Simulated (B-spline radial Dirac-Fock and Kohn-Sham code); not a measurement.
Diagram lines of As³⁺

System: As³⁺, 1s2 2s2 2p6 3s2 3p6 3d10 4s2, inside a Watson sphere of charge -3 and radius 2.2 Å (a model of the Madelung potential; inside it an electron's potential energy is raised by 19.6 eV).

The run's input, task.json:

```json
{"items": [{
  "Z": 33,
  "q": 3,
  "cfg": [[1, 0, 2], [2, 0, 2], [2, 1, 6], [3, 0, 2], [3, 1, 6], [3, 2, 10], [4, 0, 2]],
  "A": 75,
  "rrms": 4.0968,
  "watson": [-3, 2.2],
  "do": ["binding"]
}]}
```

Command: `python xray_run.py task.json out`

Method: Dirac-Fock (average of configuration) total-energy differences with a finite nucleus, the Breit interaction including its frequency dependence, and self-energy and vacuum-polarisation corrections. Computed with a radial finite-basis atomic code. A line energy is the difference of two single-hole energies; the list is a selection of electric-dipole transitions between resolved j subshells. Correlation energy is missing from these numbers.

```csv
line,energy (eV),wavelength (Å)
Kβ1 (K-M3),11724.4,1.0575
Kβ3 (K-M2),11719.4,1.0579
Kα1 (K-L3),10543.1,1.1760
Kα2 (K-L2),10507.2,1.1800
Lβ3 (L1-M3),1393.3,8.8988
Lβ4 (L1-M2),1388.2,8.9312
Lγ5 (L2-N1),1358.3,9.1277
Lβ6 (L3-N1),1322.5,9.3753
Lβ1 (L2-M4),1319.9,9.3936
Lα1 (L3-M5),1284.7,9.6508
Lα2 (L3-M4),1284.0,9.6560
Lη (L2-M1),1151.9,10.764
Lℓ (L3-M1),1116.0,11.110
```
